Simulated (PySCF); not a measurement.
## Fractional electron number in Br (bromine, neutral)

The 4p beta orbital of [Ar] 3d10 4s2 4p5 is emptied in steps (occupation f), with all orbitals relaxed, ending at [Ar] 3d10 4s2 4p4. All numbers are calculated (PySCF 2.14, scalar relativity through the core potential, in aug-cc-pVTZ-PP with ECP10MDF). The exact energy is a straight line in f; departures are measured from the line between the end points of the same method.

```
   f  UHF (eV)  LDA (eV)  PBE (eV)  PBE0 (eV)  r2SCAN (eV)  LC-wPBE (eV)  BHandHLYP (eV)  wB97X (eV)  BLYP (eV)  r2SCAN0 (eV)
   1     0.000     0.000     0.000      0.000        0.000         0.000           0.000       0.000      0.000         0.000
0.75     0.190    -0.850    -0.818     -0.571       -0.762        -0.049          -0.346      -0.138     -0.836        -0.532
 0.5     0.243    -1.140    -1.093     -0.762       -1.003        -0.065          -0.467      -0.198     -1.122        -0.698
0.25     0.175    -0.859    -0.820     -0.570       -0.737        -0.046          -0.356      -0.165     -0.846        -0.511
   0     0.000     0.000     0.000      0.000        0.000         0.000           0.000       0.000      0.000         0.000
```

```tsv
method	E(f=0) − E(f=1) (eV)	−ε at f=1 (eV)	−ε at f=0.5 (eV)
UHF	10.717	11.776	10.679
LDA	12.032	7.534	12.007
PBE	11.752	7.410	11.747
PBE0	11.768	8.728	11.771
r2SCAN	11.835	7.743	11.905
LC-wPBE	11.822	11.560	11.828
BHandHLYP	11.736	9.918	11.710
wB97X	11.815	11.126	11.744
BLYP	11.707	7.283	11.680
r2SCAN0	11.820	8.957	11.877
```

Orbital energy along the path (eV):

| f | UHF | LDA | PBE | PBE0 | r2SCAN | LC-wPBE | BHandHLYP | wB97X | BLYP | r2SCAN0 |
| --- | --- | --- | --- | --- | --- | --- | --- | --- | --- | --- |
| 1 | -11.776 | -7.534 | -7.410 | -8.728 | -7.743 | -11.560 | -9.918 | -11.126 | -7.283 | -8.957 |
| 0.75 | -11.191 | -9.741 | -9.560 | -10.242 | -9.832 | -11.691 | -10.796 | -11.410 | -9.454 | -10.427 |
| 0.5 | -10.679 | -12.007 | -11.747 | -11.771 | -11.905 | -11.828 | -11.710 | -11.744 | -11.680 | -11.877 |
| 0.25 | -10.224 | -14.310 | -13.942 | -13.296 | -13.868 | -11.954 | -12.662 | -12.176 | -13.947 | -13.237 |
| 0 | -9.816 | -16.628 | -16.120 | -14.796 | -15.681 | -12.049 | -13.670 | -12.813 | -16.238 | -14.479 |

Reference removal energy between the ground levels: 11.814 eV (measured; NIST Atomic Spectra Database, ionization energies). The calculation has no spin-orbit coupling. UHF lacks correlation.
